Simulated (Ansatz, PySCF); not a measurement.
C₂H₅FO₂Si, SMILES C=C[Si](O)(O)F. Atoms are numbered in the order given.

```xyz
11

C     -2.3842     0.4008     0.4155
C     -1.2974    -0.2721     0.8177
Si     0.3195    -0.0974    -0.0515
O      0.2623     0.9868    -1.3022
O      0.7888    -1.5660    -0.6232
F      1.4346     0.4627     0.9982
H     -2.3482     1.0721    -0.4494
H     -3.3515     0.3087     0.9216
H     -1.3774    -0.9401     1.6844
H      0.4448     1.9095    -1.0900
H      1.5591    -1.5892    -1.2036
```

Coordinates come from a B3LYP-D3(BJ)/def2-SVP optimisation. Other conformers were not sampled.

Two levels are set side by side: PBE-D3(BJ)/def2-SVP (Ansatz, an electronic-structure program) and B3LYP-D3(BJ)/def2-SVP (Ansatz). Each level has its own optimised geometry; the coordinates shown are those of the second. Frequencies come from the Hessian of PySCF at each geometry. Differences are taken from unrounded values.

```tsv
quantity	B3LYP-D3(BJ)
mean bond length (Å)	1.333
bond C1–C2 (Å)	1.340
bond C2–Si3 (Å)	1.844
bond Si3–O4 (Å)	1.656
bond Si3–O5 (Å)	1.644
bond Si3–F6 (Å)	1.631
bond C1–H7 (Å)	1.095
bond C1–H8 (Å)	1.096
bond C2–H9 (Å)	1.097
bond O4–H10 (Å)	0.964
bond O5–H11 (Å)	0.965
highest harmonic wavenumber (cm⁻¹)	3881
mean harmonic wavenumber (cm⁻¹)	1205
zero-point energy (kcal/mol)	46.50
```

### Question
What does PBE-D3(BJ) give, and how far is it from B3LYP-D3(BJ)? (The exact figures need the calculation; the answer reports its results.)

### Answer

```tsv
quantity	PBE-D3(BJ)	PBE-D3(BJ) minus B3LYP-D3(BJ)
mean bond length (Å)	1.343	0.010
bond C1–C2 (Å)	1.348	0.008
bond C2–Si3 (Å)	1.851	0.007
bond Si3–O4 (Å)	1.670	0.014
bond Si3–O5 (Å)	1.657	0.013
bond Si3–F6 (Å)	1.643	0.012
bond C1–H7 (Å)	1.104	0.008
bond C1–H8 (Å)	1.104	0.008
bond C2–H9 (Å)	1.105	0.008
bond O4–H10 (Å)	0.973	0.009
bond O5–H11 (Å)	0.973	0.009
highest harmonic wavenumber (cm⁻¹)	3772	-109
mean harmonic wavenumber (cm⁻¹)	1172	-33
zero-point energy (kcal/mol)	45.24	-1.27
```

Exact exchange shortens and stiffens bonds; PBE has none. Differences between two approximate levels are no errors against the true value.
